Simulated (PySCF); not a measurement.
Molfile (atoms numbered from 1):
```
CH4BCl2
     RDKit          3D

  8  7  0  0  0  0  0  0  0  0999 V2000
   -1.1634   -0.4474    0.2106 C   0  0  0  0  0  0  0  0  0  0  0  0
    0.3695    0.0017    0.4044 B   0  0  0  0  0  0  0  0  0  0  0  0
    1.4993   -1.1410   -0.6392 Cl  0  0  0  0  0  0  0  0  0  0  0  0
    0.5817    1.8053   -0.2121 Cl  0  0  0  0  0  0  0  0  0  0  0  0
   -1.4706   -0.3929   -0.8486 H   0  0  0  0  0  0  0  0  0  0  0  0
   -1.3206   -1.4878    0.5493 H   0  0  0  0  0  0  0  0  0  0  0  0
   -1.8460    0.2013    0.7891 H   0  0  0  0  0  0  0  0  0  0  0  0
    0.7699   -0.0413    1.5643 H   0  0  0  0  0  0  0  0  0  0  0  0
  1  2  1  0
  2  3  1  0
  2  4  1  0
  1  5  1  0
  1  6  1  0
  1  7  1  0
  2  8  1  0
M  CHG  1   2  -1
M  END
```

Geometry: PBE0-D3(BJ)/def2-SVP; GIAO shifts from PySCF 2.14.0 with density-fitted response routines, gas phase, non-relativistic, averaged over equivalent atoms.

At PBE0/pcSseg-1 (102 basis functions, 8.5 s wall time on 1 thread of an x86-64 server CPU, shared host):
```json
{"atoms": "C1", "δ (ppm)": "17.3"}
{"atoms": "B2", "δ (ppm)": "1.9"}
{"atoms": "Cl3/Cl4", "δ (ppm)": "14.2"}
{"atoms": "H8", "δ (ppm)": "3.88"}
{"atoms": "H5/H6/H7", "δ (ppm)": "-0.17"}
```

References, each an isolated molecule treated in the same way: 13C (σref 184.41) and 1H (σref 31.27) vs TMS; 11B (σref 100.73) against BF3·OEt2; 35Cl (σref 943.27) against HCl.

Q: What do these become at KT2/pcSseg-2?

A: 
```csv
atoms,δ at KT2/pcSseg-2,change
C1,17.8,+0.5
B2,3.7,+1.8
Cl3/Cl4,54.9,+40.7
H8,4.31,+0.43
H5/H6/H7,-0.08,+0.09
```

Referencing at the same level of theory: TMS for 13C (σ = 182.28 ppm), 1H (σ = 31.18 ppm); BF3·OEt2 for 11B (σ = 98.29 ppm); 35Cl (σ = 942.53 ppm) vs HCl.

The largest change is at Cl3/Cl4 (chlorine bonded to B). Cost: 214 basis functions, 25 s wall time on 1 thread of an x86-64 server CPU, shared host.

A carbon bonded to boron is broadened by the quadrupolar boron nucleus and is often missing from a measured spectrum.
